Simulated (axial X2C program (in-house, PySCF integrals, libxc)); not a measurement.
## Levels of GaF⁻ by electron attachment to GaF (EOM-EA-CCSD)

Computed with an axial X2C code built on PySCF integrals: two-component X2C with atomic mean-field Coulomb and Gaunt terms, Gaussian nuclei, basis Ga dyall-acv3z, F dyall-av3z with contracted cores.

R = 1.949 Å (1.090 times 1.788 Å, the PBE0 minimum at charge 0 for the lowest determinant).

Levels of GaF⁻ obtained by attaching an electron to GaF:

```
  Ω  binding energy (eV)  above lowest (cm⁻¹)       attached spinor  one-particle weight
1/2               -0.011                    0             89% Ga pπ                 0.97
3/2               -0.036                  202             89% Ga pπ                 0.97
1/2               -0.499                 3930  76% Ga pσ, 21% Ga sσ                 0.99
1/2               -0.888                 7073  73% Ga sσ, 20% Ga pσ                 0.99
1/2               -0.976                 7783             96% Ga pπ                 0.98
3/2               -0.994                 7929             96% Ga pπ                 0.98
1/2               -1.903                15260  66% Ga pσ, 25% Ga dσ                 0.97
```

**Question.** What is the splitting of the first π pair in the table, and is it regular or inverted?

**Answer.** E(3/2) − E(1/2) = 202 − 0 = 202 cm⁻¹ at EOM-EA-CCSD: regular, Ω = 1/2 lower. Splittings at this level can be off by ten to twenty per cent.

Negative binding energies belong to unbound states, resonances or levels that the basis set holds; within some tenths of an eV of zero the sign is not settled.

This point took 17 s on 1 thread of Intel(R) Xeon(R) Processor @ 2.30GHz, on a shared host.

Reference electrons by ω block (each with its −ω partner): 1/2: 14, 3/2: 5, 5/2: 1. 10 electrons of GaF correlated (inner shells frozen), 92 natural virtual spinors (a truncated set); levels can be off by some tenths of an eV. Roots sought by Ω: (1/2: 5, 3/2: 4, 5/2: 2, 7/2: 1); rows need 60 % one-particle weight and stop where some Ω has no more roots. Missing are any skipped roots, higher Ω and states of a further excitation; these come out far too high here and may in truth be low or lowest. T1 of the reference 0.020 (Lee–Taylor). Number of frozen shells: Ga 3 s, 2 p, 1 d; F 1 s.
